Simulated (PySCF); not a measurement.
H₉NSi₃, charge -1, doublet, at the geometry of the source list (a state made from the parent by changing its charge; the spin is typed, not shown lowest) (in this run its highest filled SCF level lies above zero, so its values depend strongly on the basis, on diffuse functions most of all). Base run: M062X/6-31G (PySCF).

Here is a job for PySCF.
```python
from pyscf import gto, scf, dft, solvent

mol = gto.M(
    atom='''
Si    0.29230000    1.64770000    0.46490000
N     0.02690000    0.03450000   -0.14420000
Si   -1.60490000   -0.50600000   -0.44410000
Si    1.31550000   -1.13740000   -0.04330000
H    -0.66410000    2.52910000   -0.19990000
H     0.09710000    1.69930000    1.91680000
H     1.66570000    2.01920000    0.13310000
H    -2.33710000    0.61480000   -1.02960000
H    -1.52860000   -1.62620000   -1.37800000
H    -2.24750000   -0.93120000    0.80470000
H     1.37310000   -1.73040000    1.29770000
H     1.04620000   -2.17180000   -1.03900000
H     2.56570000   -0.44170000   -0.33920000
''',
    basis='6-31g',
    charge=-1,
    spin=1,
    verbose=4,
)

mf = dft.UKS(mol)
mf.xc = 'm062x'
mf.kernel()
```

Variants of this job, named by their change:

```json
[
 {"change": "base", "ΔE vs base (kcal/mol)": "0.000"},
 {"change": "model = IEF-PCM; solvent = toluene", "ΔE vs base (kcal/mol)": "-26.16"},
 {"change": "model = IEF-PCM; solvent = dimethylsulfoxide", "ΔE vs base (kcal/mol)": "-44.85"},
 {"change": "model = IEF-PCM; solvent = 2-propanol", "ΔE vs base (kcal/mol)": "-43.39"},
 {"change": "model = IEF-PCM; solvent = 2-propanol; lebedev_order = 41", "ΔE vs base (kcal/mol)": "-43.48"},
 {"change": "model = SS(V)PE; solvent = 2-propanol", "ΔE vs base (kcal/mol)": "-39.80"},
 {"change": "model = IEF-PCM; solvent = 2-propanol; vdw_scale = 1.4", "ΔE vs base (kcal/mol)": "-40.55"},
 {"change": "model = IEF-PCM; solvent = 2-propanol; r_probe = 0.5", "ΔE vs base (kcal/mol)": "-39.54"},
 {"change": "model = IEF-PCM; solvent = 2-propanol; lebedev_order = 11", "ΔE vs base (kcal/mol)": "-42.26"},
 {"change": "model = IEF-PCM; solvent = n-hexane", "ΔE vs base (kcal/mol)": "-21.12"},
 {"change": "model = IEF-PCM; solvent = 2-propanol; vdw_scale = 1.1", "ΔE vs base (kcal/mol)": "-43.75"},
 {"change": "model = IEF-PCM; solvent = methanol", "ΔE vs base (kcal/mol)": "-44.40"}
]
```

The base is the gas phase, so ΔE is the electrostatic part of solvation at a fixed geometry, without cavity and dispersion terms.

Open shells are given as the SCF converged; they aren't shown to be the lowest states, and a large step between rows can be another state.

The gas-phase anion may not be bound at this level, which the solvent then changes.
